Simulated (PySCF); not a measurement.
CBr⁻: from constants to spectrum

M06-2X constants of CBr⁻, ³Σ⁻ (triplet), unpaired electrons π ↑↑ (C aug-cc-pVDZ-DK, Br aug-cc-pVDZ-DK; spin-free X2C with a Gaussian nucleus (PySCF 2.14); masses 12.0000 and 78.9183 u):

| Item | Value |
| --- | --- |
| ωe | 420.7 cm⁻¹ |
| ωexe | 3.17 cm⁻¹ |
| Be | 0.37345 cm⁻¹ |
| αe | 0.00422 cm⁻¹ |
| De to C + Br⁻ | 1.62 eV |

(1) What force constant and bond length do these constants imply?

(2) Estimate the centrifugal constant D from the Kratzer relation and find the Dunham coefficient a1.

Spin–orbit coupling is left out. For an ion De counts to the pair picked by the measured ionisation energies or electron affinities, which need not be the lowest pair at this level. The state was picked by a PBE0 search and need not be the measured ground state.

Results:

(1) Reduced mass μred = 10.416 u; k = 5.8918×10⁻⁷·μred·ωe² (u, cm⁻¹, mdyn/Å) = 1.09 mdyn/Å; Re = √(16.8576/(μred·Be)) (u, cm⁻¹, Å) = 2.082 Å.

(2) D = 4Be³/ωe² = 1.18e-06 cm⁻¹; a1 = −1 − αeωe/(6Be²) = -3.12.
